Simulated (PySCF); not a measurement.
A structure optimised at PBE-D3(BJ)/def2-SVP, used in a PySCF frequency run:

```xyz
8

Zn     0.0701     0.0533     0.0841
O      1.3016    -0.7706    -0.9144
C      1.0276    -1.4441    -2.1154
H      0.6022    -0.7887    -2.9165
H      1.9789    -1.8601    -2.5217
H      0.3284    -2.3105    -2.0009
S     -1.2557     1.1358     1.4224
H     -1.4999     0.0168     2.1646
```

**Question.** Write its SMILES and formula.

**Answer.** C[O][Zn][SH], CH4OSZn

**Question.** What are its rotational constants (standard atomic weights)?

**Answer.** 36.375, 1.5398, 1.5076 GHz
